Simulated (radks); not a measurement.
Values are calculated unless marked as measured or tabulated.
Question: All-electron atom: the gold anion Au- in [Hg]. Code: a radial shooting solver on a logarithmic mesh with Libxc functionals. Model: scalar-relativistic Kohn-Sham, PBEsol, spin-polarised, spherical densities, point nucleus; hard spherical wall at 4 bohr. Some entries of the table are withheld. Estimate them.

orbital  occ.  eigenvalue (hartree)  <r> (bohr)
1s          2                   (1)         (2)
2s          2             -523.0608     0.07113
2p          6             -452.0962     0.06425
3s          2             -122.9969      0.1839
3p          6             -102.4189      0.1852
3d         10             -80.44678      0.1677
4s          2             -26.22198      0.4071
4p          6             -19.47537      0.4337
4d         10             -11.38183      0.4585
5s          2              -3.40466      0.9279
4f         14              -2.39541      0.4990
5p          6              -1.62358       1.078
5d         10               0.29580       1.573
6s          2               0.36404       2.264
6p          0               0.72927       2.444
5f          0               1.37503       2.488
7s          0               1.87271       2.411

Answer: 
(1) 1s eigenvalue (hartree): -2967.282
(2) 1s <r> (bohr): 0.01686
